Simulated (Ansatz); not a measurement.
Cost and result for the atomization energy of C2H9BOSi (`BOC(C)[SiH3]`) (14 atoms, 13 bonds).

```xyz
14

B    -0.925   -2.064   -0.503
O    -0.868   -0.867    0.097
C     0.286   -0.022    0.016
C     0.815    0.229    1.412
Si   -0.228    1.571   -0.883
H     0.018   -2.472   -1.130
H    -1.940   -2.684   -0.378
H     1.053   -0.531   -0.584
H     0.057    0.706    2.037
H     1.691    0.882    1.377
H     1.109   -0.710    1.889
H    -0.766    1.233   -2.226
H     0.963    2.450   -1.034
H    -1.265    2.279   -0.090
```

Total charge 0; spin multiplicity 1. Geometry: relaxed with PBE0-D4/def2-TZVP. It is one conformer, not always the lowest. Program: Ansatz. All runs use 4 threads of an Arm Neoverse V2 on a shared host. Times are those of one run each, without the atoms' runs, and a repeat can differ threefold. Electronic energies, without spin–orbit coupling; frozen cores. CCSD(T)/CBS adds CCSD(T) − MP2 in def2-TZVPP to the MP2 limit, and its time is that of the two runs behind it. T1 = 0.013. B3LYP takes the VWN-RPA correlation (the form of Gaussian; ORCA's B3LYP/G).

CCSD(T)/CBS is a level of theory with its own doubt, some kJ/mol a heavy atom from the limit and from the frozen cores, so smaller differences don't rank the functionals.

| level | functions | wall time | atomization (kJ/mol) | difference from CCSD(T)/CBS | per bond |
| --- | --- | --- | --- | --- | --- |
| PBE-D4/def2-TZVPP (with forces) | 292 | 2.7 s | 5163.1 | 56.2 | 4.3 |
| PBE0-D4/def2-TZVPP | 292 | 2.9 s | 5105.4 | -1.5 | -0.1 |
| r2SCAN-D4/def2-TZVPP (with forces) | 292 | 4.6 s | 5123.4 | 16.5 | 1.3 |
| B3LYP-D4/def2-TZVPP (with forces) | 292 | 4.7 s | 5122.4 | 15.5 | 1.2 |
| B2PLYP/def2-TZVPP | 292 | 5.5 s | 5064.8 | -42.1 | -3.2 |
| ωB97X-V/def2-TZVPP | 292 | 8 s | 5128.6 | 21.7 | 1.7 |
| ωB97M-V/def2-TZVPP (with forces) | 292 | 11 s | 5128.7 | 21.8 | 1.7 |
| MP2/def2-QZVPP | 568 | 26 s | 5105.6 | -1.3 | -0.1 |
| CCSD(T)/def2-TZVPP | 292 | 3.6 min | 4994.2 | -112.7 | -8.7 |
| CCSD(T)/CBS(def2) | – | 4 min | 5106.9 | 0.0 | 0.0 |

The D4 term adds +43.2 kJ/mol with B3LYP and +22.9 kJ/mol with PBE0; it sums over pairs of atoms, weighted by their polarisabilities, and B3LYP, whose exchange is more repulsive, gets the larger term. From PBE to PBE0 (25 % exact exchange), in def2-TZVPP and without D4, the atomization energy moves by −53.6 kJ/mol: exact exchange takes away binding that semilocal exchange gives to molecules. In def2-TZVPP, CCSD(T) changes the Hartree–Fock value by +1120.1 kJ/mol (the triples alone add +57.8 kJ/mol) and MP2 by +1164.7 kJ/mol; breaking electron pairs costs correlation energy, which Hartree–Fock lacks.
